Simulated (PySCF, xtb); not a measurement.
C₃H₈N₂Si, SMILES C1([SiH3])=NC[C@H]1N. One conformer was computed; it need not be the lowest.

Harmonic wavenumbers (cm⁻¹) from GFN2-xTB (xtb) at its own minimum, in rising order: 60, 124, 158, 214, 273, 361, 481, 494, 521, 621, 766, 777, 789, 801, 908, 937, 973, 1034, 1039, 1107, 1142, 1168, 1201, 1223, 1327, 1443, 1555, 1628, 2218, 2253, 2332, 2934, 2987, 3002, 3386, 3419.

Question: What does PBE-D3(BJ)/def2-SVP (PySCF 2.14.0) give at its own minimum? (An estimate is asked for; the answer gives what the named calculation found.)

Answer: 56, 124, 161, 219, 287, 369, 458, 491, 595, 670, 751, 776, 865, 897, 910, 918, 920, 961, 1051, 1076, 1113, 1163, 1206, 1221, 1354, 1394, 1557, 1585, 2152, 2159, 2193, 2975, 2985, 3041, 3411, 3498. Paired by order, the mean absolute difference is 34 cm⁻¹ and the zero-point energies are 65.3 and 65.1 kcal/mol.
